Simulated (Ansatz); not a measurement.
Reaction (ligand exchange at the Si–C bond): `FC[SiH2]CBr` + HI → `FC[SiH2]I` + `CBr`

Computed with Ansatz on PBE0-D4/def2-TZVP structures; ΔE is electronic, products minus reactants. CBS: MP2 limit from def2 TZ/QZ plus the TZ coupled-cluster correction, frozen cores. DFT in def2-TZVPP. B3LYP here is the variant with VWN-RPA as its local correlation; programs differ in this. def2 core potentials past Kr. For Br, I outer-core shells are correlated without core-valence functions, which leaves a few kJ/mol of doubt a bond. Scalar relativity is left out up to krypton. Each species was taken in one conformer, which may not be the lowest.

`FC[SiH2]CBr`:

```xyz
11

F    -0.529   -1.513   -1.523
C    -0.388   -0.126   -1.513
Si    0.731    0.375   -0.073
C    -0.026   -0.218    1.540
Br   -1.734    0.671    1.824
H     0.030    0.183   -2.476
H    -1.384    0.317   -1.416
H     2.065   -0.264   -0.237
H     0.873    1.853   -0.055
H     0.593    0.010    2.407
H    -0.231   -1.288    1.523
```

HI:

Cartesian coordinates in Å:
```
I 0.022 0.605 0.531
H -0.022 -0.605 -0.531
```

`FC[SiH2]I`:

Cartesian coordinates in Å:
```
F -0.031 1.849 0.604
C -0.414 0.883 -0.311
Si 0.133 -0.840 0.243
I 2.563 -0.972 0.298
H 0.014 1.136 -1.287
H -1.507 0.908 -0.404
H -0.375 -1.826 -0.742
H -0.381 -1.139 1.600
```

`CBr`:

```xyz
5

C    -0.039   -0.021    0.180
Br    0.368    0.196   -1.697
H    -1.109   -0.180    0.275
H     0.266    0.885    0.696
H     0.515   -0.880    0.546
```

**Question.** Is it downhill or uphill in electronic energy at CCSD(T)/CBS, and by how much? (Estimate.)

**Answer.** Computed: Downhill: ΔE = -88.4 kJ/mol.

**Question.** What do these levels give: PBE-D4, r2SCAN-D4, B3LYP-D4, ωB97M-V, PBE, r2SCAN, B3LYP, SCS-MP2/def2-TZVPP, CCSD/def2-TZVPP, HF/def2-QZVPP, SCS-MP2/def2-QZVPP, MP2/CBS(def2)? (An estimate is asked.)

**Answer.** Ansatz gave: PBE-D4 -87.1, r2SCAN-D4 -89.2, B3LYP-D4 -86.0, ωB97M-V -84.9, PBE -89.7, r2SCAN -90.2, B3LYP -89.9, SCS-MP2/def2-TZVPP -87.5, CCSD/def2-TZVPP -82.7, HF/def2-QZVPP -98.7, SCS-MP2/def2-QZVPP -91.5, MP2/CBS(def2) -96.1 kJ/mol.

Largest T1 diagnostic among the species: 0.010.

The D4 term adds +3.9 kJ/mol with B3LYP and +2.3 kJ/mol with PBE0; it sums over pairs of atoms, weighted by their polarisabilities, and B3LYP, whose exchange is more repulsive, gets the larger term. In def2-TZVPP, CCSD(T) changes the Hartree–Fock value by +16.7 kJ/mol (the triples alone add +1.1 kJ/mol) and MP2 by +8.9 kJ/mol.
